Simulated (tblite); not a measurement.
A geometry optimisation, step by step.

C4H5BrF2Si.
Atom-mapped SMILES: `[F:1][SiH:2]([F:3])[CH2:4][C:5]#[C:6][CH2:7][Br:8]` (hydrogens: H9 on Si2; H10, H11 on C4; H12, H13 on C7)

Computed with GFN2-xTB (tblite), gas phase: L-BFGS steps from a force-field or distance-geometry start until the largest atomic force falls under 0.01 eV/Å. 14 of its 126 geometries are shown.

Step 0: E = -719.3896 eV, largest atomic force 2.586 eV/Å
```
atom  x, y, z in Å  |  force x, y, z in eV/Å
F1      2.933   -1.726    0.575   -0.562   1.829   0.043
Si2     2.219   -0.205    0.611    0.943  -0.380   1.179
F3      3.340    1.025    0.824   -1.080  -1.579  -0.276
C4      1.231    0.091   -0.961   -0.533   0.118   0.046
C5     -0.189    0.037   -0.586   -2.049   0.201   0.141
C6     -1.379    0.008   -0.297    2.434   0.038  -0.873
C7     -2.783   -0.025    0.062    0.663  -0.623  -0.248
Br8    -3.118    1.391    1.369   -0.193  -0.015   0.289
H9      1.252   -0.185    1.736    0.855  -0.053  -0.282
H10     1.494    1.107   -1.321   -0.355  -0.625  -0.212
H11     1.398   -0.687   -1.721    0.051   0.478   0.054
H12    -2.975   -1.038    0.488   -0.303   0.834  -0.072
H13    -3.427    0.207   -0.796    0.128  -0.222   0.211
```

Step 10: E = -719.8424 eV, largest atomic force 0.130 eV/Å
```
atom  x, y, z in Å  |  force x, y, z in eV/Å
F1      2.970   -1.583    0.579   -0.028   0.012  -0.014
Si2     2.153   -0.211    0.667   -0.003   0.036  -0.084
F3      3.328    0.864    0.799    0.030   0.008  -0.001
C4      1.201    0.101   -0.957   -0.010   0.009   0.041
C5     -0.215    0.075   -0.670   -0.062  -0.029  -0.056
C6     -1.369   -0.011   -0.354    0.079   0.029  -0.015
C7     -2.747   -0.029    0.040   -0.026  -0.032  -0.010
Br8    -3.131    1.361    1.402    0.017   0.034  -0.017
H9      1.344   -0.202    1.859    0.098  -0.021   0.028
H10     1.452    1.080   -1.379    0.015  -0.091   0.040
H11     1.424   -0.655   -1.719    0.010   0.065   0.112
H12    -3.013   -0.971    0.517   -0.022  -0.048  -0.032
H13    -3.402    0.181   -0.804   -0.098   0.027   0.008
```

Step 19: E = -719.8563 eV, largest atomic force 0.112 eV/Å
```
atom  x, y, z in Å  |  force x, y, z in eV/Å
F1      2.958   -1.578    0.548    0.018  -0.006  -0.020
Si2     2.166   -0.194    0.678    0.001  -0.013  -0.053
F3      3.356    0.868    0.780   -0.002  -0.003  -0.026
C4      1.190    0.103   -0.934   -0.007   0.019   0.002
C5     -0.235    0.073   -0.686   -0.009  -0.042   0.066
C6     -1.395   -0.011   -0.388    0.107   0.019  -0.025
C7     -2.770   -0.029    0.025   -0.001  -0.055  -0.068
Br8    -3.117    1.364    1.388    0.006   0.018   0.051
H9      1.429   -0.213    1.912    0.000   0.026   0.057
H10     1.453    1.075   -1.366   -0.030  -0.054   0.019
H11     1.448   -0.664   -1.673   -0.060   0.056   0.046
H12    -3.032   -0.980    0.490    0.009  -0.006   0.049
H13    -3.454    0.187   -0.792   -0.032   0.040  -0.098
```

Step 29: E = -719.8634 eV, largest atomic force 0.091 eV/Å
```
atom  x, y, z in Å  |  force x, y, z in eV/Å
F1      2.967   -1.579    0.517    0.026  -0.023   0.019
Si2     2.186   -0.193    0.689    0.016   0.002  -0.050
F3      3.380    0.868    0.741    0.034   0.014  -0.012
C4      1.180    0.101   -0.899   -0.052   0.006  -0.052
C5     -0.242    0.059   -0.651   -0.012   0.008   0.028
C6     -1.416   -0.013   -0.410    0.055  -0.005   0.013
C7     -2.792   -0.028   -0.003    0.047  -0.061  -0.048
Br8    -3.106    1.354    1.381   -0.051   0.026   0.027
H9      1.507   -0.195    1.956   -0.013   0.004   0.036
H10     1.428    1.072   -1.339    0.000  -0.021   0.026
H11     1.426   -0.666   -1.640    0.011   0.013   0.007
H12    -3.049   -0.980    0.463   -0.054   0.019  -0.014
H13    -3.472    0.201   -0.824   -0.007   0.018   0.019
```

Step 38: E = -719.8712 eV, largest atomic force 0.048 eV/Å
```
atom  x, y, z in Å  |  force x, y, z in eV/Å
F1      3.020   -1.584    0.524   -0.025  -0.013  -0.005
Si2     2.240   -0.197    0.685    0.004   0.009  -0.007
F3      3.444    0.855    0.657    0.009   0.012  -0.019
C4      1.165    0.093   -0.861   -0.020  -0.001  -0.002
C5     -0.252    0.042   -0.586   -0.014  -0.006  -0.009
C6     -1.431   -0.042   -0.376    0.006   0.021   0.006
C7     -2.824   -0.030   -0.029    0.010   0.004  -0.002
Br8    -3.170    1.333    1.370   -0.025   0.008   0.040
H9      1.620   -0.155    1.983   -0.004  -0.009   0.001
H10     1.399    1.073   -1.288   -0.020  -0.007   0.004
H11     1.392   -0.656   -1.626    0.033  -0.008   0.026
H12    -3.147   -0.981    0.397    0.014   0.004  -0.007
H13    -3.461    0.250   -0.869    0.033  -0.015  -0.026
```

Step 48: E = -719.8735 eV, largest atomic force 0.023 eV/Å
```
atom  x, y, z in Å  |  force x, y, z in eV/Å
F1      3.013   -1.590    0.519   -0.007  -0.008   0.000
Si2     2.255   -0.191    0.686    0.003  -0.002   0.001
F3      3.466    0.851    0.614    0.003  -0.002   0.005
C4      1.162    0.090   -0.847   -0.011   0.001  -0.001
C5     -0.254    0.029   -0.571   -0.012   0.006   0.011
C6     -1.432   -0.035   -0.354   -0.002  -0.005  -0.009
C7     -2.832   -0.024   -0.035    0.005  -0.005  -0.001
Br8    -3.213    1.317    1.377   -0.014   0.009   0.014
H9      1.659   -0.146    1.994    0.002   0.014   0.007
H10     1.378    1.073   -1.276    0.017  -0.009  -0.013
H11     1.402   -0.660   -1.606   -0.005   0.008  -0.008
H12    -3.166   -0.979    0.372    0.013  -0.007  -0.014
H13    -3.443    0.266   -0.890    0.007  -0.001   0.007
```

Step 58: E = -719.8746 eV, largest atomic force 0.023 eV/Å
```
atom  x, y, z in Å  |  force x, y, z in eV/Å
F1      2.988   -1.604    0.521    0.000   0.003   0.010
Si2     2.261   -0.188    0.685   -0.001   0.001  -0.001
F3      3.488    0.835    0.599    0.012  -0.010  -0.017
C4      1.162    0.091   -0.843   -0.001   0.011   0.000
C5     -0.254    0.045   -0.561   -0.004  -0.005   0.008
C6     -1.432   -0.020   -0.343    0.016  -0.004  -0.007
C7     -2.834   -0.024   -0.037    0.003   0.005   0.003
Br8    -3.256    1.288    1.391    0.007   0.003   0.010
H9      1.692   -0.108    2.004   -0.018  -0.002   0.000
H10     1.388    1.066   -1.284    0.003   0.005  -0.004
H11     1.388   -0.668   -1.599   -0.003   0.004   0.013
H12    -3.163   -0.990    0.347    0.001  -0.005  -0.013
H13    -3.434    0.276   -0.896   -0.016  -0.007  -0.002
```

Step 67: E = -719.8755 eV, largest atomic force 0.035 eV/Å
```
atom  x, y, z in Å  |  force x, y, z in eV/Å
F1      2.964   -1.614    0.540   -0.009  -0.006   0.010
Si2     2.267   -0.181    0.686   -0.003  -0.007  -0.011
F3      3.521    0.805    0.570    0.001   0.003  -0.002
C4      1.162    0.100   -0.837   -0.005   0.003  -0.010
C5     -0.253    0.064   -0.551   -0.011  -0.012  -0.001
C6     -1.432   -0.004   -0.341    0.028  -0.013  -0.016
C7     -2.836   -0.025   -0.042    0.004   0.005   0.006
Br8    -3.276    1.255    1.409    0.002   0.002   0.010
H9      1.698   -0.075    2.003   -0.001   0.011   0.008
H10     1.397    1.066   -1.293   -0.006   0.005   0.011
H11     1.376   -0.671   -1.585    0.007   0.005   0.000
H12    -3.156   -1.002    0.321    0.002  -0.008   0.005
H13    -3.437    0.282   -0.898   -0.008   0.011  -0.008
```

Step 77: E = -719.8797 eV, largest atomic force 0.125 eV/Å
```
atom  x, y, z in Å  |  force x, y, z in eV/Å
F1      2.801   -1.674    0.696   -0.034   0.021  -0.013
Si2     2.277   -0.162    0.692   -0.074  -0.026  -0.067
F3      3.627    0.654    0.434    0.038   0.012  -0.010
C4      1.163    0.120   -0.827   -0.034   0.006  -0.069
C5     -0.254    0.057   -0.563   -0.016   0.019   0.123
C6     -1.436   -0.002   -0.360    0.088   0.012  -0.003
C7     -2.837   -0.038   -0.064   -0.020   0.017   0.037
Br8    -3.286    1.098    1.500    0.039   0.015   0.036
H9      1.774    0.157    1.999   -0.018   0.010   0.040
H10     1.375    1.105   -1.255    0.046  -0.018  -0.006
H11     1.385   -0.626   -1.597    0.087   0.008   0.012
H12    -3.156   -1.043    0.206   -0.062  -0.080   0.008
H13    -3.437    0.355   -0.880   -0.041   0.002  -0.089
```

Step 87: E = -719.8875 eV, largest atomic force 0.273 eV/Å
```
atom  x, y, z in Å  |  force x, y, z in eV/Å
F1      2.503   -1.702    0.903   -0.057   0.264  -0.040
Si2     2.239   -0.131    0.697    0.222  -0.050   0.056
F3      3.706    0.420    0.330   -0.221  -0.122   0.081
C4      1.174    0.160   -0.851    0.019   0.026   0.008
C5     -0.244    0.077   -0.597   -0.047  -0.001   0.013
C6     -1.426    0.009   -0.399    0.051  -0.055  -0.011
C7     -2.822   -0.069   -0.073   -0.020  -0.005   0.015
Br8    -3.200    0.886    1.632    0.006  -0.029  -0.053
H9      1.815    0.452    1.951    0.049  -0.083  -0.115
H10     1.398    1.153   -1.249   -0.021   0.028  -0.025
H11     1.442   -0.562   -1.630   -0.029  -0.025   0.037
H12    -3.136   -1.102    0.094    0.007   0.055  -0.004
H13    -3.452    0.408   -0.825    0.043  -0.004   0.039
```

Step 96: E = -719.8960 eV, largest atomic force 0.104 eV/Å
```
atom  x, y, z in Å  |  force x, y, z in eV/Å
F1      2.333   -1.670    0.965   -0.002   0.104   0.003
Si2     2.232   -0.094    0.698    0.062  -0.066   0.040
F3      3.737    0.282    0.299   -0.052  -0.022   0.046
C4      1.179    0.195   -0.856    0.004  -0.003  -0.002
C5     -0.237    0.098   -0.600    0.000  -0.009   0.007
C6     -1.413   -0.026   -0.394   -0.002   0.027  -0.001
C7     -2.810   -0.092   -0.075   -0.014   0.000  -0.009
Br8    -3.174    0.779    1.673    0.001  -0.009  -0.009
H9      1.872    0.572    1.926    0.031  -0.035  -0.055
H10     1.399    1.181   -1.272   -0.034  -0.005  -0.024
H11     1.448   -0.549   -1.612    0.005   0.016  -0.008
H12    -3.154   -1.121    0.032    0.007   0.016  -0.004
H13    -3.418    0.446   -0.803   -0.004  -0.014   0.018
```

Step 106: E = -719.8979 eV, largest atomic force 0.096 eV/Å
```
atom  x, y, z in Å  |  force x, y, z in eV/Å
F1      2.263   -1.653    1.009    0.010   0.030  -0.010
Si2     2.231   -0.086    0.694    0.029  -0.021   0.012
F3      3.756    0.222    0.312   -0.035  -0.018  -0.002
C4      1.182    0.203   -0.865    0.013  -0.005   0.005
C5     -0.232    0.095   -0.601   -0.096  -0.001   0.007
C6     -1.410   -0.018   -0.401    0.079   0.005  -0.002
C7     -2.805   -0.097   -0.075   -0.003   0.010  -0.006
Br8    -3.162    0.729    1.696    0.001  -0.007  -0.002
H9      1.896    0.622    1.901   -0.003   0.008   0.002
H10     1.387    1.191   -1.284    0.001   0.006  -0.001
H11     1.454   -0.536   -1.625    0.008  -0.004  -0.004
H12    -3.145   -1.129    0.007    0.006   0.000   0.002
H13    -3.420    0.457   -0.785   -0.010  -0.001  -0.001
```

Step 115: E = -719.8985 eV, largest atomic force 0.019 eV/Å
```
atom  x, y, z in Å  |  force x, y, z in eV/Å
F1      2.209   -1.638    1.043    0.004   0.001   0.011
Si2     2.230   -0.079    0.695    0.006   0.004   0.002
F3      3.762    0.161    0.300   -0.019  -0.002  -0.001
C4      1.185    0.210   -0.866   -0.002   0.005   0.000
C5     -0.231    0.101   -0.606    0.002  -0.001   0.000
C6     -1.408   -0.014   -0.401   -0.001   0.006  -0.008
C7     -2.803   -0.101   -0.077    0.008   0.006  -0.002
Br8    -3.159    0.678    1.715    0.000  -0.003   0.001
H9      1.920    0.677    1.880    0.008  -0.011  -0.002
H10     1.389    1.199   -1.283   -0.001   0.005  -0.006
H11     1.461   -0.528   -1.627   -0.006  -0.003   0.002
H12    -3.140   -1.135   -0.020   -0.004  -0.009   0.002
H13    -3.421    0.469   -0.771    0.005   0.001  -0.001
```

Step 125: E = -719.8987 eV, largest atomic force 0.007 eV/Å
```
atom  x, y, z in Å  |  force x, y, z in eV/Å
F1      2.191   -1.628    1.072   -0.002   0.007  -0.001
Si2     2.234   -0.075    0.696    0.005  -0.001   0.001
F3      3.765    0.128    0.276   -0.002   0.001   0.000
C4      1.183    0.215   -0.860   -0.002  -0.002   0.000
C5     -0.232    0.107   -0.600   -0.002  -0.001  -0.001
C6     -1.410   -0.009   -0.402    0.002   0.000  -0.002
C7     -2.806   -0.102   -0.082    0.003   0.002  -0.001
Br8    -3.168    0.643    1.722    0.000  -0.002   0.000
H9      1.958    0.701    1.876   -0.001  -0.002   0.000
H10     1.388    1.202   -1.281    0.002  -0.001   0.002
H11     1.456   -0.525   -1.620   -0.001  -0.001  -0.001
H12    -3.143   -1.138   -0.046   -0.002  -0.001   0.001
H13    -3.421    0.480   -0.769   -0.001   0.000   0.001
```

Task: Summarise the path.

Result: The energy falls by 0.5091 eV from step 0 to step 125; nine tenths of that is first reached at step 13. It rises by more than 0.2 meV at steps 78, 90 and 93. The largest force goes from 2.586 to 0.007 eV/Å. Among the bonds F1–Si2 changes most, from 1.680 to 1.598 Å; the atoms move by 0.597 Å rms after alignment.

Task: Follow the three bonds and two angles with the largest change from start to end.

Result: 
```tsv
step	E above end (eV)	largest force (eV/Å)	F1–Si2 (Å)	Si2–F3 (Å)	Si2–H9 (Å)	C4–Si2–H9 (°)	F1–Si2–F3 (°)
0	0.5091	2.586	1.680	1.677	1.484	106.8	112.5
5	0.1169	0.591	1.595	1.594	1.421	109.7	108.0
11	0.0542	0.135	1.599	1.597	1.438	115.3	101.8
16	0.0466	0.109	1.600	1.599	1.441	116.9	101.5
22	0.0392	0.073	1.600	1.598	1.439	118.6	102.5
27	0.0365	0.064	1.600	1.599	1.439	118.8	102.6
33	0.0326	0.079	1.600	1.599	1.441	119.0	102.1
38	0.0276	0.048	1.600	1.599	1.439	119.0	101.6
43	0.0260	0.040	1.600	1.600	1.439	118.9	101.9
49	0.0252	0.024	1.600	1.599	1.438	119.4	101.9
54	0.0248	0.035	1.600	1.599	1.439	119.5	102.0
60	0.0240	0.030	1.600	1.600	1.439	119.9	102.3
65	0.0234	0.033	1.600	1.599	1.439	119.5	101.9
71	0.0229	0.039	1.600	1.600	1.439	119.3	101.8
76	0.0202	0.087	1.602	1.602	1.440	119.1	101.8
82	0.0136	0.089	1.597	1.599	1.439	119.2	101.8
87	0.0112	0.273	1.606	1.609	1.446	118.7	102.4
92	0.0046	0.068	1.597	1.601	1.438	119.0	102.4
98	0.0022	0.030	1.599	1.600	1.440	119.2	102.2
103	0.0011	0.041	1.598	1.601	1.439	119.0	102.7
109	0.0006	0.019	1.599	1.600	1.440	119.0	102.3
114	0.0003	0.020	1.597	1.600	1.439	118.6	102.2
120	0.0001	0.013	1.597	1.600	1.439	118.6	102.0
125	0.0000	0.007	1.598	1.600	1.439	118.9	102.2
```

What follows is the cost of the whole relaxation. The run took 0.78 s wall on an Arm Neoverse V2 with one thread, shared host.
